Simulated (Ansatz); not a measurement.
Isolated molecules relaxed with PBE0-D4/def2-TZVP in Ansatz; ΔE leaves out vibrations. CCSD(T)/CBS is the MP2 limit (def2-TZVPP, def2-QZVPP) plus CCSD(T) − MP2 in def2-TZVPP, frozen cores. DFT in def2-TZVPP. B3LYP here is the variant with VWN-RPA as its local correlation; programs differ in this. For Ga outer-core shells are correlated without core-valence functions, which leaves a few kJ/mol of doubt a bond. Scalar relativity is left out up to krypton. Each species was taken in one conformer, which may not be the lowest.

`[OH][Ga]([SH])[Cl]` + `[SH][GaH][SH]` → `[OH][Ga]([SH])[SH]` + `[SH][GaH][Cl]`  (redistribution)

`[OH][Ga]([SH])[Cl]`:

```xyz
6

O    -0.492    1.117    1.386
Ga   -0.005    0.097    0.024
S    -0.151   -2.066    0.190
Cl    0.716    1.040   -1.756
H    -0.389    2.056    1.212
H     0.322   -2.244   -1.056
```

`[SH][GaH][SH]`:

```xyz
6

S     1.892   -0.151   -0.288
Ga   -0.015    0.870    0.101
S    -1.884   -0.277    0.239
H     1.361   -1.382   -0.353
H    -0.042    2.413    0.281
H    -1.312   -1.472    0.020
```

`[OH][Ga]([SH])[SH]`:

Cartesian coordinates in Å:
```
O -1.129 -0.545 0.845
Ga 0.206 -0.022 -0.214
S 0.927 -1.504 -1.647
S 1.100 1.981 -0.116
H -1.435 0.119 1.465
H 0.033 -2.413 -1.217
H 0.298 2.385 0.884
```

`[SH][GaH][Cl]`:

Z-matrix (Å, degrees):
```
Ga
S 1 2.185
Cl 1 2.139 2 113.8
H 1 1.551 2 126.1 3 -180.0
H 2 1.344 1 93.3 3 180.0
```

| level | ΔE (kcal/mol) | difference from CCSD(T)/CBS |
| --- | --- | --- |
| PBE-D4 | 0.6 | 0.2 |
| B3LYP-D4 | 0.5 | 0.1 |
| B2PLYP | 0.6 | 0.2 |
| PBE | 0.6 | 0.2 |
| r2SCAN | 0.6 | 0.2 |
| PBE0 | 0.6 | 0.2 |
| B3LYP | 0.5 | 0.1 |
| HF/def2-TZVPP | 0.5 | 0.1 |
| CCSD/def2-TZVPP | 0.7 | 0.3 |
| CCSD/CBS(def2) | 0.4 | 0.0 |
| CCSD(T)/CBS | 0.4 | 0 |

Largest T1 diagnostic among the species: 0.013.
